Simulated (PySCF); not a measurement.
Compound: C₄H₅NOS.
Atom-mapped SMILES: `[CH3:1][S:2][c:3]1[cH:4][cH:5][n:6][o:7]1`

Probes without a nucleus sit at each ring's centroid and 1 Å off its mean plane on both sides; NICS is minus the shielding there, NICSzz its component along the normal. Level: GIAO KT3/pcSseg-2 (PySCF, non-relativistic, gas phase) on the PBE0-D3(BJ)/def2-SVP geometry, one conformer.

Ring bond lengths (Å): C3–C4 1.371, C4–C5 1.418, C5–N6 1.307, N6–O7 1.374, O7–C3 1.336.

Task: What do the NICS probes read (ppm)?

Result: 
```tsv
ring	type	NICS(0)	NICS(1), two faces	NICS(1)zz, two faces	rms pucker (Å)	centre to ring atoms, mean (Å)
C3–C4–C5–N6–O7	5-membered ring with N and O; formal bonds all aromatic	-11.4	-9.1 / -9.1	-25.3 / -25.3	0.00	1.16
```

Task: What do they say, and how far can they be read as aromaticity?

Result: 
- C3–C4–C5–N6–O7: mean NICS(1)zz -25.3 ppm, shielded. For a flat ring without four-coordinate atoms the NICS criterion counts such a value as aromatic.

Task: How equal are the bonds by HOMA? Use HOMA with the parameters of Krygowski (1993).

Result: 
- C3–C4–C5–N6–O7: HOMA 0.58; the largest term is that of N6–O7, α(R − Ropt)² = 0.91.

Task: At the second NICS(1) probe listed for ring C3–C4–C5–N6–O7, 1 Å off the ring, how large is the induced field along the normal in 1 T applied along it?

Result: NICSzz × B0 = -25.3 ppm × 1 T = -25 μT, against the applied field.

Task: Give the inner angles of the rings.

Result: 
- C3–C4–C5–N6–O7: C3 109.7°, C4 102.5°, C5 112.5°, N6 105.3°, O7 110.0°; sum 540.0° against 540° for a flat convex ring.

Task: How do the values depend on the level or the medium?

Result: 
| level | NICS(0), C3–C4–C5–N6–O7 | mean NICS(1)zz, C3–C4–C5–N6–O7 |
| --- | --- | --- |
| KT3/pcSseg-2, gas | -11.4 | -25.3 |
| PBE0/pcSseg-1, gas | -11.3 | -25.3 |
| PBE0/pcSseg-1, IEF-PCM acetonitrile | -11.1 | -25.1 |
| PBE0/pcSseg-1, IEF-PCM chloroform | -11.2 | -25.2 |

The geometry is the same throughout; the continuum's cavity takes Bondi-type radii × 1.2.

The values belong to the conformer `[CH3:1][S:2][c:3]1[cH:4][cH:5][n:6][o:7]1`: C1–S2–C3–C4 180°.
